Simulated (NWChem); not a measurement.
System: SiIBr, singlet; SMILES Br[Si]I

```xyz
3

Si     1.2629     0.5022     0.0000
Br    -0.2745     2.1812     0.0000
I     -0.1523    -1.5730     0.0000
```
Atoms are numbered in this order, from 1.

Low-valent species are run as closed-shell singlets; no triplet was tried in these runs. The geometry was optimised at PBE-D3(BJ)/def2-SVP. def2 effective core potentials on I; no spin-orbit coupling.

Symmetry labels are those of Cs in the frame above (b1 and b2, or b-type labels, depend on it).

Question: List the 4 lowest vertical singlet excitations from B3LYP/def2-SVP with def2 effective core potentials on I, TDA (NWChem).

Answer: 
```
state  energy (eV)  oscillator strength  symmetry  leading excitation (squared amplitude)
-----  -----------  -------------------  --------  --------------------------------------
S1            2.96                0.008        a"                      HOMO → LUMO (0.87)
S2            3.18                0.005        a"                    HOMO−1 → LUMO (0.88)
S3            3.94                0.047        a'                    HOMO−2 → LUMO (0.88)
S4            4.66                0.008        a"                    HOMO−4 → LUMO (0.98)
```
